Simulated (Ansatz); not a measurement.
Results of the Gaussian-basis code of Ansatz.

C₂H₇InS (`[CH3][In]([CH3])[SH]`) at its PBE0-D4/def2-TZVP geometry, where that method's forces vanish. The species carries charge 0 and has multiplicity 1. In: def2 effective core potential.

| atom | x (Å) | y (Å) | z (Å) |
| --- | --- | --- | --- |
| C1 | -0.029 | 2.114 | -0.439 |
| In2 | -0.194 | -0.014 | -0.220 |
| C3 | 0.698 | -1.379 | 1.178 |
| S4 | -1.620 | -1.028 | -1.877 |
| H5 | -0.947 | 2.516 | -0.868 |
| H6 | 0.166 | 2.595 | 0.519 |
| H7 | 0.797 | 2.343 | -1.116 |
| H8 | 1.603 | -1.803 | 0.738 |
| H9 | 0.006 | -2.193 | 1.396 |
| H10 | 0.967 | -0.874 | 2.106 |
| H11 | -1.447 | -2.277 | -1.417 |

(1) For each bond, give half the difference of the two atoms' forces along it (eV/Å; positive pushes the atoms apart) under PBE-D4, r2SCAN-D4, B3LYP-D4, ωB97M-V in def2-TZVPP. (Best estimate.)

Results:

(1) The calculation gave: 
| bond | length (Å) | PBE-D4 | r2SCAN-D4 | B3LYP-D4 | ωB97M-V |
| --- | --- | --- | --- | --- | --- |
| C1–In2 | 2.145 | 0.02 | 0.03 | 0.14 | 0.00 |
| C1–H5 | 1.090 | 0.09 | -0.03 | -0.09 | -0.03 |
| C1–H6 | 1.090 | 0.10 | -0.02 | -0.08 | -0.05 |
| C1–H7 | 1.092 | 0.10 | -0.02 | -0.08 | -0.04 |
| In2–C3 | 2.147 | 0.01 | 0.03 | 0.14 | -0.01 |
| In2–S4 | 2.410 | 0.15 | 0.06 | 0.16 | -0.04 |
| C3–H8 | 1.092 | 0.10 | -0.02 | -0.08 | -0.04 |
| C3–H9 | 1.090 | 0.09 | -0.03 | -0.08 | -0.03 |
| C3–H10 | 1.090 | 0.09 | -0.03 | -0.09 | -0.05 |
| S4–H11 | 1.343 | 0.25 | 0.01 | -0.02 | -0.08 |

B3LYP here is the variant with VWN-RPA as its local correlation; programs differ in this.
